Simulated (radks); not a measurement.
Results of a calculation; reference values are marked as such.
Question: These are the eigenvalues of the occupied orbitals of an atom or ion with whole-number occupations (Ry). Code: a radial shooting solver on a logarithmic mesh with Libxc functionals. Model: non-relativistic Kohn-Sham, Wu-Cohen GGA, spin-unpolarised, spherical densities, point nucleus.

orbital  eigenvalue
1s        -199.6708

Which element is it, and in what charge state? The configuration may be excited.

Answer: Z = 15, phosphorus, charge +13: P13+ in [He]. The 1s level, -99.835 hartree, gives Z - s = 14.1 by -(Z - s)^2/2, which with screening narrows Z to a few neighbours, and the depths must fix Z and the occupations together.
